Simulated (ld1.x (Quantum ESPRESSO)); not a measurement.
**Varying the ultrasoft potential for Te (Z = 52)**

Base potential:

```
Element                 : Te (Z = 52)
Generator               : ld1.x (Quantum ESPRESSO) 7.5
Type                    : ultrasoft
Functional              : LDA (PZ)
Relativity              : scalar-relativistic
Frozen core             : [Ar] 3d10
Valence charge          : 24
Reference configuration : 4s2 4p6 4d10 5s2 5p3.5 (charge +0.5)
Partial waves           : 4s (bound): rcut 1.25, rcutus 1.55 bohr; 5s (bound): rcut 1.25, rcutus 1.55 bohr; 4p (bound): rcut 1.10, rcutus 1.15 bohr; 5p (bound): rcut 1.10, rcutus 1.15 bohr; 4d (bound): rcut 0.75, rcutus 1.05 bohr; 4d channel at -0.6 Ry: rcut 0.75, rcutus 1.05 bohr
Local potential         : all-electron potential smoothed inside 1.25 bohr (lloc = -2)
Core correction         : Bessel-smoothed model core, default radius (core density twice the valence density)
Augmentation charge     : PSQ, radius 0.70 bohr
```

Cutoffs, loose and tight: the cutoffs (Ry, on a coarse ladder) from which the occupation-weighted sum of valence levels, in a spherical-Bessel basis at the reference potential, stays within 10 and 1 mRy of its value at 400 Ry. They do not see the model core or the augmentation charge, which bear on the density cutoff. Test errors are all-electron minus pseudo excitation energies from the reference, over the configurations 4s2 4p6 4d10 5s2 5p4; 4s2 4p6 4d10 5s2 5p3; 4s2 4p6 4d10 5s2 5p2; 4s2 4p6 4d9 5s2 5p4; 4s2 4p6 4d10 5s1 5p5; 4s2 4p6 4d9 5s2 5p5; 4s2 4p6 4d10 5s2 5p0 (two spin-polarised tests are not counted in the largest error). A dash means not determined; rows that change the core or the reference have their own tests.

| change | outcome | cutoff, loose | cutoff, tight | bound ghosts | largest test error (meV) |
| --- | --- | --- | --- | --- | --- |
| base | generated | 140 Ry | 230 Ry | none | -33 |
| local potential all-electron potential smoothed inside 0.60 bohr (lloc = -2) | failed: the pseudo-atom did not reach self-consistency | – | – | – | – |
| local potential all-electron potential smoothed inside 0.76 bohr (lloc = -2) | generated | 140 Ry | 230 Ry | none | +17 |
| local potential all-electron potential smoothed inside 0.86 bohr (lloc = -2) | generated | 140 Ry | 230 Ry | none | -15 |
| local potential all-electron potential smoothed inside 1.04 bohr (lloc = -2) | generated | 140 Ry | 230 Ry | none | -18 |
| local potential all-electron potential smoothed inside 1.16 bohr (lloc = -2) | generated | 140 Ry | 230 Ry | none | -17 |
| local potential all-electron potential smoothed inside 1.22 bohr (lloc = -2) | generated | 140 Ry | 230 Ry | none | +36 |
| local potential all-electron potential smoothed inside 1.44 bohr (lloc = -2) | generated | 140 Ry | 260 Ry | none | -25 |
| local potential all-electron potential smoothed inside 1.52 bohr (lloc = -2) | generated | 140 Ry | 230 Ry | none | -26 |
| local potential all-electron potential smoothed inside 1.64 bohr (lloc = -2) | generated | 140 Ry | 230 Ry | none | -27 |
| local potential all-electron potential smoothed inside 1.76 bohr (lloc = -2) | generated | 140 Ry | 260 Ry | none | -27 |

Reading the sweep of the rcloc (base included, trends over the rows without a ghost): The loose cutoff stays near 140 Ry. The median size of the test errors (rows with all tests solved) is not monotonic: lowest 3.3 meV at 1.22 bohr, highest 6.1 meV at 1.76 bohr. The generation fails at 0.6 bohr.
